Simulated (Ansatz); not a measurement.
Diatomic AlO, multiplicity 2 (the spin of the measured ground state). The T1 diagnostic near the minimum is 0.104, so single-reference values are doubtful.

D_e counts from the fitted minimum to each atom's lowest state at the same level, without counterpoise.

The values were computed with Ansatz (Gaussian orbitals). Each number belongs to the level named beside it.

Q: Predict the bond energy D_e from B97M-V/def2-TZVPP.

A: 515 kJ/mol

Q: Give the bond energy D_e at the level r2SCAN/def2-TZVPP.

A: 525 kJ/mol

Q: What is the computed bond energy D_e (wB97X-V/def2-TZVPP)?

A: 494 kJ/mol

Ansatz is a quantum-chemistry and plane-wave program.
